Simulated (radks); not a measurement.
Question: These are the eigenvalues of the occupied orbitals of an atom or ion with whole-number occupations (eV). All-electron calculation, non-relativistic Kohn-Sham, TPSS, spin-unpolarised, spherical densities, point nucleus; meta-GGA in the generalised Kohn-Sham scheme. Program: a radial shooting solver on a logarithmic mesh with Libxc functionals.

1s: -22419.04
2s: -3206.961
2p: -2972.492
3s: -589.6804
3p: -496.6273
3d: -326.0386
4s: -98.4062
4p: -70.1597
4d: -25.9705

Which element is it, and in what charge state? The configuration may be excited.

Answer: Z = 45, rhodium, charge +2: Rh2+ in [Kr] 4d7. The list shows which subshells hold electrons but not how many an open one holds; the 1s level, -823.88 hartree, gives Z - s = 40.6 by -(Z - s)^2/2, which with screening narrows Z to a few neighbours, and the depths of the outer levels then fix element, charge and occupations together.
